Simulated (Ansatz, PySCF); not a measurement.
This Ansatz (an electronic-structure program) input computes a SVWN5/def2-TZVPD energy:

Ansatz 0.2 input:
```yaml
crystal:
  periodic: [false, false, false]
  atoms:
    - {symbol: C, position_ang: [-1.02151573, -0.28340940, 0.11314712]}
    - {symbol: C, position_ang: [0.42085633, -0.09364926, 0.23265064]}
    - {symbol: Cl, position_ang: [1.25187985, -1.67597572, 0.23180861]}
    - {symbol: Cl, position_ang: [1.06718525, 0.94459575, -1.13853656]}
    - {symbol: Cl, position_ang: [-2.06346982, 0.89755613, 0.75171762]}
    - {symbol: H, position_ang: [-1.44709570, -0.99713223, -0.57459344]}
    - {symbol: H, position_ang: [0.70593248, 0.43448974, 1.13498269]}
basis:
  gaussian:
    orbitals: def2-TZVPD
hamiltonian:
  xc: {name: SVWN5}
magnetization: {spin_polarized: true, initial_magnetization: 1}
output: {forces: true}
```

Write an input for the same energy in PySCF and say what it gives.


```python
from pyscf import gto, scf, dft

mol = gto.M(
    atom='''
    C    -1.02151573   -0.28340940    0.11314712
    C     0.42085633   -0.09364926    0.23265064
    Cl    1.25187985   -1.67597572    0.23180861
    Cl    1.06718525    0.94459575   -1.13853656
    Cl   -2.06346982    0.89755613    0.75171762
    H    -1.44709570   -0.99713223   -0.57459344
    H     0.70593248    0.43448974    1.13498269
    ''',
    basis='def2-tzvpd',
    charge=0,
    spin=1,
    verbose=4,
)

mf = dft.UKS(mol, xc='svwn').density_fit(auxbasis='def2-universal-jkfit')
mf.grids.level = 3
mf.conv_tol = 1e-9
mf.max_cycle = 100
mf.max_memory = 1500
mf.kernel()
if not mf.converged:
    mf = mf.newton()
    mf.kernel(mf.make_rdm1())
for _ in range(2):
    mo, _, stable, _ = mf.stability(return_status=True)
    if stable:
        break
    mf.kernel(mf.make_rdm1(mo, mf.mo_occ))
mf.analyze()
```
It gives -1452.87903 Eh, and Ansatz -1452.87896 Eh, a difference of 0.07 mEh, from the treatment of integrals and grids.

It need not be the lowest isomer of its formula.
